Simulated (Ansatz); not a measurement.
Reaction (ligand exchange at the Al–C bond): `N[SiH2][CH2][AlH2]` + `NCS` → `NC[S][AlH2]` + `C[SiH2]N`

Computed with Ansatz on PBE0-D4/def2-TZVP structures; ΔE is electronic, products minus reactants. CCSD(T)/CBS adds triple-zeta CCSD(T) − MP2 to the extrapolated MP2 energy (def2 sets, frozen cores). DFT in def2-TZVPP. One conformer a species, not always the lowest.

Question: Is it downhill or uphill in electronic energy at CCSD(T)/CBS, and by how much? (Best estimate.)

Answer: Computed: Downhill: ΔE = -24.9 kcal/mol.

Question: What do these levels give: r2SCANh-D4, BHLYP-D4, B2PLYP, CCSD/def2-TZVPP, HF/def2-QZVPP, SCS-MP2/def2-QZVPP? (An estimate is asked.)

Answer: Ansatz gave: r2SCANh-D4 -25.6, BHLYP-D4 -25.3, B2PLYP -25.3, CCSD/def2-TZVPP -24.1, HF/def2-QZVPP -25.2, SCS-MP2/def2-QZVPP -24.9 kcal/mol.

Largest T1 diagnostic among the species: 0.011.

Leaving LDA and LC-ωPBE aside and taking each functional with its dispersion term where it has one, the values, not all of them listed here, spread over 1.3 kcal/mol, from r2SCAN-D4 to ωB97M-V.
